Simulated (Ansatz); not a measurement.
Hf, charge +1, quartet (a state made from the parent by changing its charge; the spin is typed, not shown lowest) (core potentials on Hf); B3LYP/def2-SVP in Ansatz (a first-principles code).

Input for Ansatz:
Ansatz 0.2 input:
```yaml
crystal:
  periodic: [false, false, false]
  atoms:
    - {symbol: Hf, position_ang: [0.00000000, 0.00000000, 0.00000000]}
basis:
  gaussian:
    orbitals: def2-SVP
hamiltonian:
  xc: b3lyp
total_charge: 1
magnetization: {spin_polarized: true, initial_magnetization: 3}
```

It wrote (shortened):

```
Functional definition: B3LYP
315 factors; their error is unknown
mean field evaluation 1: about -1294.5627 eV, gradient 8.5e0 eV
mean field evaluation 2: about -1295.0333 eV, gradient 3.6e0 eV
mean field evaluation 4: about -1295.2822 eV, gradient 1.0e0 eV
mean field evaluation 8: about -1295.5768 eV, gradient 2.9e-1 eV
mean field evaluation 16: about -1295.6321 eV, gradient 3.0e-3 eV
mean field evaluation 32: about -1295.6321 eV, gradient 1.5e-5 eV
mean field -1295.63212251 eV, -47.6136022914 hartree, gradient 1.5e-5 eV, S^2 3.750648; 2 other end points of the search recorded, 0 dependent functions left out
reference -1295.63229158 eV, -47.6136085044 hartree; 7, 4 occupied and 25, 28 virtual orbitals, 315 factors
Total energy: -1295.63229158 eV, -47.6136085044 hartree
```
